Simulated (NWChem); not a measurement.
Species: SiH$_{3}$F; SMILES F[SiH3]

```xyz
5

Si     0.0000     0.0000    -0.4569
F      0.0000     0.0000     1.1819
H      1.0052     1.0052    -0.9391
H      0.3679    -1.3731    -0.9391
H     -1.3731     0.3679    -0.9391
```
Atoms are numbered in this order, from 1.

Results from NWChem. Pople sets run with spherical d functions. The geometry was optimised at PBE-D3(BJ)/def2-SVP. GIAO values for the isolated, static molecule; σ is the absolute isotropic shielding.

Question: Taking Hartree-Fock/pcSseg-2 as the yardstick, which of these has the fewest basis functions while keeping “σ F2 (ppm)” within 2 ppm of it: Hartree-Fock/def2-SVP; Hartree-Fock/def2-TZVP; Hartree-Fock/IGLO-II; Hartree-Fock/6-311G**; Hartree-Fock/IGLO-III; Hartree-Fock/6-31G*?

Answer: Hartree-Fock/IGLO-II (a larger set in the list lies outside the tolerance).
```
level                   basis functions  σ F2 (ppm)  relative time (rough)
----------------------  ---------------  ----------  ---------------------
Hartree-Fock/6-31G*                  38       427.8                      1
Hartree-Fock/def2-SVP                47       430.3                      1
Hartree-Fock/6-311G**                62       437.2                      3
Hartree-Fock/IGLO-II                 75       420.4                      4
Hartree-Fock/def2-TZVP               86       414.6                      9
Hartree-Fock/IGLO-III               109       421.3                     10
Hartree-Fock/pcSseg-2               121       420.4                     20
```

The yardstick is one finite set, not the basis-set limit.
